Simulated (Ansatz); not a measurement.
Job for Ansatz (an electronic-structure program): U-wB97X-V/def2-TZVPP on GaRu, 2S+1 = 4, a spin state set in the input, which need not be the lowest, a point of a bond scan (R = 2.387 Å). Elements past Kr take the def2 small-core potentials; no spin–orbit coupling.

Ansatz 0.2 input:
```yaml
crystal:
  periodic: [false, false, false]
  atoms:
    - {symbol: Ru, position_ang: [0.00000000, 0.00000000, 0.00000000]}
    - {symbol: Ga, position_ang: [0.00000000, 0.00000000, 2.38742500]}
basis:
  gaussian:
    orbitals: def2-TZVPP
    pivot_positions_ang: [[0.00000000, 0.00000000, 0.00000000], [0.00000000, 0.00000000, 2.38742500]]
hamiltonian:
  xc: {name: wB97X-V}
magnetization: {spin_polarized: true, initial_magnetization: 3}
output: {forces: true, orbitals: {seedname: ./end}}
```

The log:

```
WARN ansatz: RAYON_NUM_THREADS=2 ignored (pool sized by the plan → 2); use --threads N
Functional definition: wB97X-V
integrals: 0.05 GiB planned
760 factors; their error is unknown
integrals: 0.08 GiB planned
154 factors; integrals over basis functions are off by at most 2.7e-5 eV
mean field: 0.74 GiB planned
mean field evaluation 1: about -54942.1759 eV, gradient 4.4e1 eV
mean field evaluation 2: about -54827.0124 eV, gradient 1.4e2 eV
mean field evaluation 4: about -54951.3563 eV, gradient 7.1e0 eV
mean field evaluation 8: about -54951.6057 eV, gradient 3.0e-1 eV
mean field evaluation 16: about -54951.6377 eV, gradient 1.2e-1 eV
mean field evaluation 32: about -54951.8270 eV, gradient 4.6e-2 eV
mean field evaluation 64: about -54951.5345 eV, gradient 2.7e0 eV
mean field -54951.82743065 eV, -2019.4424103900 hartree, gradient 8.1e-6 eV, S^2 3.803780; 6 other end points of the search recorded, 0 dependent functions left out
the calculation of the forces begins
reference -54951.82743028 eV, -2019.4424103763 hartree; 25, 22 occupied and 79, 82 virtual orbitals, 760 factors
Total energy: -54951.82743028 eV, -2019.4424103763 hartree
Atom 0 at     0.000000     0.000000     0.000000 Å, force    -0.000000    -0.000000    -0.256309 eV/Å
Atom 1 at     0.000000     0.000000     2.387425 Å, force    -0.000000     0.000000     0.256309 eV/Å
Dipole moment:    -0.000000     0.000005    -0.266450 e Å
```

The calculation finished and met its thresholds.

Cost: very roughly 80 core-seconds.
